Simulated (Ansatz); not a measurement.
Species: C3H2, charge 0, multiplicity 1. SMILES: [C][C][CH2]
Coordinates optimised at B3LYP-D3(BJ)/def2-TZVP (Ansatz, a first-principles code):
```xyz
5

C     -0.0184    -0.0120    -1.1190
C      0.0033     0.0022     0.2011
H      0.8505     0.2726    -1.7068
H     -0.9061    -0.3089    -1.6717
C      0.0244     0.0159     1.4810
```

Computed values are from Ansatz. Correlated levels leave the core frozen unless marked. Open shells are spin-unrestricted. Spin-orbit coupling is left out. No relativistic terms. CBS marks a two-point X^-3 extrapolation of the correlation energy; Hartree-Fock from the larger set.

The Hartree-Fock reference is unstable (checked in the largest basis), which strains HF and MP2. 

**Question.** What is the T1 diagnostic at CCSD/cc-pVQZ?

**Answer.** 0.018.

**Question.** What is the atomisation energy De at CCSD(T)/CBS(cc-pVTZ,cc-pVQZ)?

**Answer.** 497.6 kcal/mol.

**Question.** What is the total energy at CCSD(T)/CBS(cc-pVTZ,cc-pVQZ)?

**Answer.** -115.1614 Eh.

**Question.** What is the dipole moment at CCSD(T)/aug-cc-pVDZ?

**Answer.** 4.20 D.
